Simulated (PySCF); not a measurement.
Molecule: pentafluoroethane (SMILES FC(F)C(F)(F)F).

Mapped SMILES: `[F:1][CH:2]([F:3])[C:4]([F:5])([F:6])[F:7]` (H(Xn): hydrogen on atom n).

Geometry PBE0-D3(BJ)/def2-SVP throughout; GIAO in PySCF 2.14, gas phase, one conformer, non-relativistic; equivalent atoms averaged; basis pcSseg-2.

Q: How do the shifts δ (against CFCl3, TMS at the same level) depend on the functional? (ppm; last column core-seconds on shared hosts with different chips, so compare them loosely; the GGAs took longer than the global hybrids here, which isn't the general rule, and the cause wasn't traced)

A: 
| functional | kind | F5/F6/F7 | F1/F3 | C4 | C2 | H(C2) | core-s |
| --- | --- | --- | --- | --- | --- | --- | --- |
| HF | Hartree–Fock | -67.6 | -120.0 | 110.4 | 100.0 | 5.29 | 20 |
| PBE | GGA | -113.9 | -167.2 | 133.6 | 118.8 | 5.88 | 36 |
| KT3 | GGA | -116.2 | -165.5 | 126.7 | 112.9 | 5.80 | 37 |
| B3LYP | global hybrid | -99.6 | -153.0 | 129.9 | 115.7 | 5.73 | 27 |
| WP04 | global hybrid | -91.9 | -144.9 | 132.4 | 116.8 | 5.74 | 28 |
| BHandHLYP | global hybrid | -84.7 | -138.5 | 122.9 | 110.1 | 5.55 | 28 |
| CAM-B3LYP | range-separated hybrid | -87.5 | -142.6 | 130.2 | 116.1 | 5.73 | 38 |
| wB97X-D | range-separated hybrid | -90.1 | -145.1 | 128.7 | 114.5 | 5.63 | 32 |

Q: Which nucleus moves most, in ppm?

A: F5/F6/F7 (fluorine of a CF3 group): from -116.2 ppm with KT3 to -67.6 ppm with HF. The smallest spread is 0.59 ppm, at H(C2). Proton shifts span only some 12 ppm, so a few tenths of a ppm matter as much there as several ppm in carbon.
